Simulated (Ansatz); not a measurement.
The same β-hydride elimination along the group O, S, Se, Te.

Computed with Ansatz on PBE0-D4/def2-TZVP structures; ΔE is electronic, products minus reactants. CCSD(T)/CBS is the MP2 limit (def2-TZVPP, def2-QZVPP) plus CCSD(T) − MP2 in def2-TZVPP, frozen cores. This one scheme is used for every species. DFT in def2-TZVPP. def2 core potentials past Kr. For Se, Te outer-core shells are correlated without core-valence functions, which leaves a few kJ/mol of doubt a bond. Scalar relativity is left out up to krypton. Each species was taken in one conformer, which may not be the lowest.

```csv
reaction,PBE0-D4 (kcal/mol)
`CC[SiH2]O` → silanol + ethylene,38.8
`CC[SiH2]S` → `[SiH3]S` + ethylene,38.7
`CC[SiH2][SeH]` → `[SiH3][SeH]` + ethylene,39.1
`CC[SiH2][TeH]` → `[SiH3][TeH]` + ethylene,38.9
```

(1) Give the CCSD(T)/CBS values in the same order. (Best estimate.)

Largest T1 diagnostic: 0.011, for `[SiH3]S`.

Answers

(1) Computed: 34.1, 34.2, 34.6, 34.8 kcal/mol.
